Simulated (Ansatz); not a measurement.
Species: H$_{6}$O$_{2}$Si$_{2}$, SMILES `O[SiH2]O[SiH3]` (H–O–Si–O torsion 72°, O–Si–O–Si torsion 68°) (charge 0, multiplicity 1).

Give a relaxed geometry from PBE0-D4/def2-TZVP run with Ansatz (an electronic-structure program).

Several could match; the one computed here: the end point of this relaxation, one of several conformers (outside a Z-matrix the atoms follow the SMILES, hydrogens last).
Cartesian coordinates (Å) in one orientation:
```xyz
10

O      2.205     0.271     0.111
Si     1.042    -0.693    -0.522
O     -0.404    -0.477     0.201
Si    -1.645     0.566     0.430
H      2.531     0.072     0.990
H      0.956    -0.306    -1.947
H      1.383    -2.125    -0.340
H     -1.818     1.435    -0.763
H     -2.881    -0.222     0.655
H     -1.378     1.415     1.619
```
